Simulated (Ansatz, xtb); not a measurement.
# Two conformers of C2H5Cl3Si

We compare I, `ClCC[SiH](Cl)Cl`, a singlet, with II, `ClCC[SiH](Cl)Cl`, a singlet. Both are isolated molecules in the gas phase, relaxed with PBE0-D4/def2-SVP.

I (Å):

```xyz
11

C    -2.0149    0.9522    0.5267
C    -0.6337    0.8778    1.1423
Cl   -2.2818    2.5346   -0.2746
Cl    0.4638   -0.0355   -1.7139
Cl    2.5109    0.5373    0.8910
Si    0.7826    1.1541   -0.0561
H    -2.8078    0.8396    1.2786
H    -2.1489    0.1833   -0.2468
H    -0.4845   -0.1193    1.5925
H    -0.5292    1.6136    1.9580
H     0.9939    2.5482   -0.5041
```

II (Å):

```xyz
11

C    -1.6295   -2.1130   -0.6614
C    -0.8084   -1.1198    0.1314
Cl   -1.6868   -3.7120    0.1416
Cl    0.1497    0.4102   -2.5180
Cl   -2.6049    1.3467   -0.8519
Si   -0.7020    0.5757   -0.6459
H    -1.2080   -2.2735   -1.6631
H    -2.6687   -1.7749   -0.7745
H    -1.2302   -0.9937    1.1435
H     0.2235   -1.4900    0.2595
H     0.1065    1.5247    0.1575
```

Question: Estimate which is lower in electronic energy at CCSD(T)/def2-SVP + ΔMP2/def2-TZVPP, and by roughly how much.

Answer: Too close to call at this level: CCSD(T)/def2-SVP + ΔMP2/def2-TZVPP gives E(II) − E(I) = +0.20 kJ/mol.

Level by level:

| level | geometry | E(II) − E(I) (kJ/mol) | departure from the last row (kJ/mol) | job, with rough time for the two |
| --- | --- | --- | --- | --- |
| PBE0-D4/def2-SVP | PBE0-D4/def2-SVP | +2.16 | +1.96 | optimisation, 43 s |
| HF/def2-SVP | PBE0-D4/def2-SVP | +0.55 | +0.35 | part of the CCSD(T) run |
| MP2/def2-SVP | PBE0-D4/def2-SVP | +1.65 | +1.45 | part of the CCSD(T) run |
| CCSD(T)/def2-SVP | PBE0-D4/def2-SVP | +1.83 | +1.63 | single point |
| CCSD(T)/def2-SVP + ΔMP2/def2-TZVPP | PBE0-D4/def2-SVP | +0.20 |  | single point, 58 s |

The largest departure from CCSD(T)/def2-SVP + ΔMP2/def2-TZVPP is that of PBE0-D4/def2-SVP, 1.96 kJ/mol. Levels run at GFN2-xTB geometries aren't shown. The last row adds to CCSD(T) the change of the MP2 difference between the two basis sets, here −1.63 kJ/mol.

With thermal terms from frequencies at re-optimised GFN2-xTB minima (ideal gas, soft modes damped towards free rotors, one conformer each, 298.15 K, 1 atm): the zero-point term adds −0.12 kJ/mol; ΔH is +0.35 and ΔG −1.06 kJ/mol.

The correlated steps freeze 22 core orbitals. Programs: Ansatz 0.2.0, xtb 6.7.1; the last row on 2 threads of Arm Neoverse V2 on a shared host.
